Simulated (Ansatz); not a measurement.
F3GeH3OSi, SMILES `[F][Ge]([F])([F])[O][SiH3]`, charge 0, multiplicity 1.

Task: Give a relaxed structure at PBE0-D4/def2-TZVP (Ansatz). (Best estimate.)

Result: Ansatz gave: 
Z-matrix (Å, degrees):
```
Ge
F 1 1.703
F 1 1.698 2 108.0
F 1 1.698 2 108.0 3 116.0
O 1 1.712 2 111.5 3 -122.0
Si 5 1.659 1 137.6 2 0.3
H 6 1.483 5 109.7 1 60.1
H 6 1.483 5 109.7 1 -60.6
H 6 1.479 5 106.2 1 179.7
```
Point group Cs.
This is one stationary point; other conformers may exist.
